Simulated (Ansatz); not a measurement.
Program: Ansatz. Geometries: PBE0-D4/def2-TZVP. ΔE: electronic, gas phase. CCSD(T)/CBS is the MP2 limit (def2-TZVPP, def2-QZVPP) plus CCSD(T) − MP2 in def2-TZVPP, frozen cores. This one scheme is used for every species. DFT in def2-TZVPP. For Ge outer-core shells are correlated without core-valence functions, which leaves a few kJ/mol of doubt a bond. Scalar relativity is left out up to krypton. Each species was taken in one conformer, which may not be the lowest.

Reaction (formal exchange of groups at the Si–Ge bond): `[GeH3][SiH2][GeH2][SiH2][GeH3]` + `C=C=N` → `N=C=C[SiH2][GeH3]` + `[GeH3][SiH2][GeH3]`

```tsv
species	PBE-D4 energy (Eh)
`[GeH3][SiH2][GeH2][SiH2][GeH3]`	-6815.97979
`C=C=N`	-132.60562
`N=C=C[SiH2][GeH3]`	-2501.06081
`[GeH3][SiH2][GeH3]`	-4447.51803
```

Work out ΔE.

ΔE = (-2501.06081) + (-4447.51803) − (-6815.97979) − (-132.60562) = 0.00657 Eh = +17.2 kJ/mol. CCSD(T)/CBS gives +12.7 kJ/mol.

Largest T1 diagnostic among the species: 0.015.

In def2-TZVPP, CCSD(T) changes the Hartree–Fock value by +18.8 kJ/mol (the triples alone add +1.5 kJ/mol) and MP2 by +14.7 kJ/mol. The D4 term adds +11.8 kJ/mol with B3LYP and +7.2 kJ/mol with PBE0; it sums over pairs of atoms, weighted by their polarisabilities, and B3LYP, whose exchange is more repulsive, gets the larger term.

B3LYP here is the variant with VWN-RPA as its local correlation; programs differ in this.
